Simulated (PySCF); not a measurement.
## Vibration and rotation of SbN

RHF-CCSD(T) constants of SbN, ¹Σ⁺ (singlet), closed shell (Sb def2-TZVPP with ECP28, N def2-TZVPP; scalar-relativistic core potentials (PySCF 2.14); masses 120.9038 and 14.0031 u):

| Quantity | Value |
| --- | --- |
| ωe | 871.8 cm⁻¹ |
| ωexe | 4.43 cm⁻¹ |
| Be | 0.39657 cm⁻¹ |
| αe | 0.00250 cm⁻¹ |
| D (centrifugal) | 3.28e-07 cm⁻¹ |
| De to Sb + N | 3.35 eV |

**Question.** Give the vibrational terms G(v) and spacings up to v = 6.

**Answer.** G(v) = ωe(v+½) − ωexe(v+½)².

```json
{"v": "0", "G(v) (cm⁻¹)": "434.8", "G(v) − G(v−1)": "", "Bv (cm⁻¹)": "0.3953"}
{"v": "1", "G(v) (cm⁻¹)": "1297.7", "G(v) − G(v−1)": "862.9", "Bv (cm⁻¹)": "0.3928"}
{"v": "2", "G(v) (cm⁻¹)": "2151.8", "G(v) − G(v−1)": "854.1", "Bv (cm⁻¹)": "0.3903"}
{"v": "3", "G(v) (cm⁻¹)": "2997.0", "G(v) − G(v−1)": "845.2", "Bv (cm⁻¹)": "0.3878"}
{"v": "4", "G(v) (cm⁻¹)": "3833.4", "G(v) − G(v−1)": "836.4", "Bv (cm⁻¹)": "0.3853"}
{"v": "5", "G(v) (cm⁻¹)": "4660.9", "G(v) − G(v−1)": "827.5", "Bv (cm⁻¹)": "0.3828"}
{"v": "6", "G(v) (cm⁻¹)": "5479.5", "G(v) − G(v−1)": "818.6", "Bv (cm⁻¹)": "0.3803"}
```

**Question.** How well does the Morse estimate ωe²/(4ωexe) reproduce De, and what is D0?

**Answer.** It gives 5.32 eV, 159 % of the computed De. D0 = De − G(0) = 3.35 − 0.05 = 3.30 eV.

Correlated steps freeze 5 core orbitals. These are scalar-relativistic numbers at best; spin–orbit coupling would shift them, the dissociation energy most. Where the molecule has an RHF reference, its open-shell atoms are computed with UHF. The CCSD T1 diagnostic is raised, a sign that a single reference may not be enough here.
